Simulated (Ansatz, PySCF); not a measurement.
Spin states of H4O4Re (SMILES [OH][Re]([OH])([OH])[OH]), each relaxed with B3LYP-D3(BJ)/def2-TZVP.
State 1 (charge 0, multiplicity 2):
```xyz
9

Re     0.17480    -0.03841     0.08950
O      1.53165     1.25305     0.30699
H      1.37960     2.10147    -0.13331
O      1.23855    -1.56361     0.14811
H      1.18616    -2.36289    -0.38481
O     -1.53664    -0.80666     0.39769
H     -1.73475    -1.25415     1.22879
O     -0.72860     1.38626    -0.79482
H     -1.61591     1.15117    -1.09715
```
State 2 (charge 0, multiplicity 4):
```xyz
9

Re     0.3192     0.0495    -0.0282
O      1.6135     1.1472    -0.8772
H      1.4999     2.1077    -0.8346
O      1.0162    -1.3574     1.0424
H      0.6179    -2.2361     1.0893
O     -1.3368    -0.9574    -0.3118
H     -1.2817    -1.9017    -0.4930
O     -0.8064     1.6175     0.0734
H     -1.7469     1.3968     0.1007
```

Singlets are restricted, other states unrestricted; no spin–orbit coupling, no relativity up to Kr; see below for the cores. The largest T1 diagnostic is 0.040.

The values were computed with Ansatz (an electronic-structure program); PySCF for the dispersion terms. Each number belongs to the level named beside it. In def2 rows elements past Kr take small-core potentials, without spin–orbit coupling.

**Question.** One of these levels gives 8.59 kcal/mol for the energy of the multiplicity-4 state less that of the multiplicity-2 state. Name it.
(A) B3LYP/def2-TZVPP
(B) r2SCANh/def2-TZVPP
(C) PBE0-D4/def2-TZVPP
(D) PBE/def2-TZVPP

**Answer.** D, PBE/def2-TZVPP. The others give 2.49 (r2SCANh/def2-TZVPP), 7.71 (B3LYP/def2-TZVPP), 4.21 (PBE0-D4/def2-TZVPP)
